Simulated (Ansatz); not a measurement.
Single points on ZnI2⁻.

```yaml
crystal:
  periodic: [false, false, false]
  atoms:
    - {symbol: Zn, position_ang: [-0.058606, -0.779259, -0.430618]}
    - {symbol: I, position_ang: [1.682243, -0.466342, 1.539413]}
    - {symbol: I, position_ang: [-1.623637, 1.245601, -1.108796]}
basis:
  gaussian: {orbitals: def2-TZVPD, initial_orbitals: start.molden}
total_charge: -1
magnetization: {spin_polarized: true, initial_magnetization: 1}
correlation: {method: mp2, frozen_orbitals: {I: 4, Zn: 9}}
scf: {omitted_lower_state_checks: [starts]}
output: {orbitals: {seedname: orbitals}}
```

The file start.molden holds the orbitals of an earlier run on this structure, at another level or in another basis.

```sh
$ ansatz run in.yaml --threads 4 --pin off --events-out ev --progress --plain --max-ram 3916MiB
```

Output, abridged:

```
Functional definition: HF
1481 factors; integrals over basis functions are off by at most 4.3e-4 eV
mean field evaluation 1: about -64525.4758 eV, gradient 1.8e1 eV
mean field evaluation 2: about -64526.3433 eV, gradient 1.1e0 eV
mean field evaluation 4: about -64526.3884 eV, gradient 9.2e-2 eV
mean field evaluation 8: about -64526.3885 eV, gradient 4.2e-6 eV
mean field -64526.38847695 eV, -2371.3010389708 hartree, gradient 4.2e-6 eV, S^2 0.755461; 0 other end points of the search recorded, 0 dependent functions left out
17 core orbitals not correlated: weight in the atoms' cores, before any rotation towards them, 1.000 or more for the frozen orbitals, at most 0.000 for the correlated occupied ones
reference -64526.38847695 eV, -2371.3010389708 hartree; 24, 23 occupied and 128, 129 virtual orbitals, 1481 factors
second order -38.12494938 eV of doubles, -0.00000000 eV of singles
Total energy: -64564.51342633 eV, -2372.7021050185 hartree
Checks for a lower state left out: starts
```

It took 3.1 s on 4 threads of Arm Neoverse V2 on a shared host, peak host memory 0.58 GiB.

The first input with `gaussian: {orbitals: def2-SVPD, initial_orbitals: start.molden}`, `correlation: {method: ccsd_t, frozen_orbitals: {I: 4, Zn: 9}}`, `scf: {omitted_lower_state_checks: [starts, cluster_reference]}` (abridged; 12 s):

```
Functional definition: HF
mean field -64519.47792397 eV, -2371.0470808331 hartree, gradient 2.8e-6 eV, S^2 0.754618
17 core orbitals not correlated: weight in the atoms' cores, before any rotation towards them, 1.000 or more for the frozen orbitals, at most 0.000 for the correlated occupied ones
second order -14.86035627 eV of doubles, -0.00000000 eV of singles
cycle   1  -14.29791343 eV  change    5.6e-1 eV  update   9.6e-2
cycle   2  -14.64279059 eV  change   -3.4e-1 eV  update   3.5e-2
cycle   3  -14.69757299 eV  change   -5.5e-2 eV  update   1.8e-2
cycle   4  -14.69362389 eV  change    3.9e-3 eV  update   6.8e-3
cycle   5  -14.69138918 eV  change    2.2e-3 eV  update   3.4e-3
cycle   6  -14.69178975 eV  change   -4.0e-4 eV  update   1.3e-3
cycle   7  -14.69237814 eV  change   -5.9e-4 eV  update   4.8e-4
cycle   8  -14.69247024 eV  change   -9.2e-5 eV  update   1.8e-4
cycle   9  -14.69247224 eV  change   -2.0e-6 eV  update   6.9e-5
cycle  10  -14.69247600 eV  change   -3.8e-6 eV  update   2.7e-5
perturbative correction -0.42079504 eV, -0.0154639326 hartree
Total energy: -64534.59119501 eV, -2371.6024832998 hartree
Checks for a lower state left out: starts, cluster_reference
```

As the first input, with `hamiltonian: {xc: lda}`, `output: {forces: true, orbitals: {seedname: orbitals}}` and without the key `correlation` (abridged; 1.6 s):

```
Functional definition: SPW92
mean field -64525.32466462 eV, -2371.2619445888 hartree, gradient 1.1e-5 eV, S^2 0.751198
Total energy: -64525.32471909 eV, -2371.2619465906 hartree
Atom 0 force     0.017067     0.225824     0.124877 eV/Å
Atom 1 force    -0.126722    -0.051737    -0.157129 eV/Å
Atom 2 force     0.109656    -0.174087     0.032252 eV/Å
Dipole moment:    -0.002562    -0.033742    -0.018671 e Å
Checks for a lower state left out: starts
```

The first input with `hamiltonian: {xc: {name: B3LYP}, dispersion: d4}` and without the key `correlation` (abridged; 4.6 s):

```
Functional definition: B3LYP
mean field -64633.22434475 eV, -2375.2271846966 hartree, gradient 1.7e-5 eV, S^2 0.752179
Total energy: -64633.40229800 eV, -2375.2337243580 hartree
Checks for a lower state left out: starts
```

The first input with `hamiltonian: {xc: r2scan, dispersion: d4}` and without the key `correlation` (abridged; 6.5 s):

```
Functional definition: r2SCAN
mean field -64632.60774591 eV, -2375.2045251073 hartree, gradient 2.3e-5 eV, S^2 0.754862
Total energy: -64632.62977879 eV, -2375.2053348007 hartree
Checks for a lower state left out: starts
```

The first input with `gaussian: {orbitals: def2-SVPD, initial_orbitals: start.molden}`, `hamiltonian: {xc: pbe, dispersion: d4}` and without the key `correlation` (abridged; 1.4 s):

```
Functional definition: PBE
mean field -64611.11878706 eV, -2374.4148204354 hartree, gradient 5.7e-5 eV, S^2 0.751683
Total energy: -64611.22490339 eV, -2374.4187201384 hartree
Checks for a lower state left out: starts
```

Geometry: r2SCAN-D4/def2-TZVPD.

In the def2 sets I takes a core potential; there is no spin–orbit coupling. B3LYP takes the VWN-RPA correlation. Correlated methods freeze 17 core orbitals; core or outer-core shells of I are correlated, in sets that lack core-valence functions. At PBE-D4/def2-SVPD the highest occupied level of the charge -1 doublet lies above zero (up to 0.05 eV). By energy differences its removal costs 2.38 eV (vertical, to the charge 0 singlet, at PBE0-D4/def2-TZVPD). The structure comes from a short search, and lower isomers may exist.
